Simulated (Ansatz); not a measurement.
Energy needed to pull apart CdNH₂F (SMILES [NH2][Cd][F]), closed shell, into free ground-state atoms, from the structure below (displaced at random from a GFN2-xTB minimum); no zero-point or spin–orbit terms; open-shell atoms are treated unrestricted, in their ground-state multiplicity.

N1  (-0.303, 0.715, -0.482)
Cd2  (0.420, -1.165, -0.361)
F3  (1.642, -1.734, 1.188)
H4  (-1.131, 0.891, -1.050)
H5  (-0.655, 1.120, 0.346)
(Å)

Ansatz 0.2.0; basis: def2-TZVPP; cores frozen in the correlated methods. Filled d shells of the heavier atoms are correlated. Core potentials replace the inner electrons of the atoms past krypton.

```csv
method,atomization energy (eV)
PBE-D4,12.88
r2SCAN-D4,?
PBE0-D4,12.24
r2SCANh-D4,12.18
CAM-B3LYP-D4,12.52
wB97M-V,12.56
HF,7.09
MP2,12.11
CCSD,?
CCSD(T),11.82
```

(1) What does CCSD give? (An estimate is asked for; the value comes from the calculation.)

(2) What does r2SCAN-D4 give? (An estimate is asked for; the value comes from the calculation.)

The T1 diagnostic stays at or below 0.020.

Answers

(1) The calculation gives: 11.51 eV, which is about 0.31 eV less than CCSD(T)/def2-TZVPP.

(2) The calculation gives: 12.41 eV, which is about 0.59 eV more than CCSD(T)/def2-TZVPP.

In triple zeta the MP2 and coupled-cluster atomization energies are still short of their basis limit by a few kcal/mol a bond, whereas those of the functionals are nearly converged, so these differences are not deviations from converged CCSD(T).

For scale, one of the runs: CCSD(T)/def2-TZVPP forces, 146 basis functions (an equivalent command: `ansatz run in.yaml --threads 8`). Hardware: 8 CPU threads, shared host. Wall time 87 s; peak host memory 2.3 GiB.
